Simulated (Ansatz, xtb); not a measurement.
Ranking isomers of C5H7ClSi

11 gas-phase structures of C5H7ClSi, from a drawn sample of its isomers (lower ones may exist). Each was relaxed with GFN2-xTB:

A. `[SiH3]C1=C(Cl)CC=C1`, a singlet
B. `[SiH3][C@@H]1C=CC(Cl)=C1`, a singlet
C. `[SiH3]C1=CC(Cl)=CC1`, a singlet
D. `[SiH3]C1=C[C@@H](Cl)C=C1`, a singlet
E. `[SiH3]C1=CC=C[C@@H]1Cl`, a singlet
F. `[SiH3]C1=C(Cl)C=CC1`, a singlet
G. `[SiH3]C1=CCC(Cl)=C1`, a singlet
H. `[SiH3][C@@H]1C=CC=C1Cl`, a singlet
I. `[SiH3]C1=CCC=C1Cl`, a singlet
J. `[SiH3]C1(Cl)C=CC=C1`, a singlet
K. `[SiH3]C1=CC=C(Cl)C1`, a singlet

Problem. Estimate their order in r2SCAN-D4/def2-SVP energy at these geometries, lowest first.

Solution. Calculated order at r2SCAN-D4/def2-SVP: H (0.000), F (0.008), B (0.009), K (0.038), I (0.065), A (0.066), C (0.066), G (0.115), J (0.271), E (0.277), D (0.379) eV. Less than 1 kcal/mol parts H and F; F and B; B and K; K and I; I and A; A and C; J and E, so the order within those pairs means little.

Energies above the lowest of each column, in eV; the last columns are at B3LYP/def2-SVP geometries and were run for some of them only (a dash: not run or not comparable):

| structure | GFN2-xTB | HF/STO-3G | r2SCAN-D4/def2-SVP | B3LYP/def2-SVP | CCSD(T)/def2-SVP + ΔMP2/def2-TZVPP |
| --- | --- | --- | --- | --- | --- |
| H | 0.000 | 0.149 | 0.000 | 0.030 | 0.003 |
| F | 0.061 | 0.003 | 0.008 | 0.000 | 0.026 |
| B | 0.028 | 0.153 | 0.009 | 0.022 | 0.000 |
| K | 0.090 | 0.030 | 0.038 | 0.008 | 0.046 |
| I | 0.110 | 0.011 | 0.065 | 0.034 | 0.054 |
| A | 0.101 | 0.000 | 0.066 | 0.049 | 0.073 |
| C | 0.110 | 0.022 | 0.066 | – | – |
| G | 0.148 | 0.026 | 0.115 | – | – |
| J | 0.277 | 0.505 | 0.271 | – | – |
| E | 0.411 | 0.148 | 0.277 | – | – |
| D | 0.488 | 0.145 | 0.379 | – | – |

CCSD(T)/def2-SVP + ΔMP2/def2-TZVPP puts B lowest of those it was run on, with F and H within 1 kcal/mol; HF/STO-3G picks A. CCSD(T)/def2-SVP + ΔMP2/def2-TZVPP orders those it was run on as B (0.000), H (0.003), F (0.026), K (0.046), I (0.054), A (0.073) eV. Less than 1 kcal/mol parts B and H; H and F; F and K; K and I; I and A, so the order within those pairs means little. Frequencies (GFN2-xTB) were run for A, B, F, H, I, K alone. ΔMP2 is the change of the MP2 energy from the smaller to the larger basis.

Over these structures GFN2-xTB departs from r2SCAN-D4/def2-SVP by 0.028 eV on average once a common shift is removed. A GFN2-xTB relaxation took about 0.5 s and the r2SCAN-D4/def2-SVP energy about 10 s on a shared host (Ansatz 0.2.0, xtb 6.7.1).
